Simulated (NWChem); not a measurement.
A series in which one site is exchanged, each optimised at PBE0/def2-SVP with NWChem, gas phase unless a solvent is named. Some are not confirmed as minima by frequencies. def2 effective core potentials on Sn; no spin-orbit coupling.

A: [F][SnH]([Cl])[Cl] (SnHCl2F; site = Sn)
B: [F][GeH]([Cl])[Cl] (GeHCl₂F; site = Ge)
C: ClC(Cl)F (CHCl2F; site = C)
D: Cl[SiH](F)Cl (SiHCl₂F; site = Si)

Rank them by static polarisability, CAM-B3LYP/def2-SVPD (bohr³), lowest first.

C (43.2), D (51.1), B (56.0), A (64.9)
